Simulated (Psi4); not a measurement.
Two rigid molecules brought together: C3H9Al ··· COS (SMILES [CH3][Al]([CH3])[CH3] and O=C=S). Monomers: optimised at B3LYP-D3(BJ) (def2-SVP and def2-TZVP), held rigid. Orientation: lowest of the rigid-body minima from ten starts at GFN2-xTB (searched outside a hard wall at short contacts). The monomers approach along the line of their centres of mass (distance R); nothing else relaxes. The shortest distances reach bonding range, where SAPT0 and rigid monomers are unreliable.

Levels of theory: PBE/def2-TZVP, counterpoise-corrected (Psi4); PBE-D3(BJ)/def2-TZVP, counterpoise-corrected (Psi4); SAPT0/jun-cc-pVDZ, frozen core (Psi4).

Interaction energies in kJ/mol; the last columns give the difference from SAPT0:

| R / Å | PBE/def2-TZVP | PBE-D3(BJ)/def2-TZVP | SAPT0/jun-cc-pVDZ | PBE/def2-TZVP − SAPT0/jun-cc-pVDZ | PBE-D3(BJ)/def2-TZVP − SAPT0/jun-cc-pVDZ |
|---|---|---|---|---|---|
| 3.32 | 138.02 | 125.85 | 143.15 | -5.13 | -17.30 |
| 3.53 | 47.17 | 36.31 | 39.11 | 8.06 | -2.81 |
| 3.74 | 13.90 | 4.28 | 0.97 | 12.93 | 3.31 |
| 3.90 | 3.12 | -5.62 | -10.28 | 13.41 | 4.66 |
| 4.14 | -3.75 | -11.62 | -15.69 | 11.95 | 4.07 |
| 4.47 | -6.09 | -12.45 | -15.06 | 8.97 | 2.62 |
| 4.76 | -5.79 | -10.85 | -12.44 | 6.65 | 1.59 |
| 5.21 | -4.26 | -7.68 | -8.36 | 4.10 | 0.68 |
| 5.97 | -2.05 | -3.68 | -4.04 | 1.98 | 0.36 |
| 6.95 | -0.77 | -1.39 | -1.72 | 0.96 | 0.34 |
| 8.23 | -0.29 | -0.49 | -0.69 | 0.40 | 0.20 |

PBE/def2-TZVP is furthest from SAPT0/jun-cc-pVDZ at 3.90 (13.41 kJ/mol, above); its mean absolute difference over the points is 6.78 kJ/mol.

PBE-D3(BJ)/def2-TZVP is furthest from SAPT0/jun-cc-pVDZ at 3.32 (-17.30 kJ/mol, below); its mean absolute difference over the points is 3.45 kJ/mol.
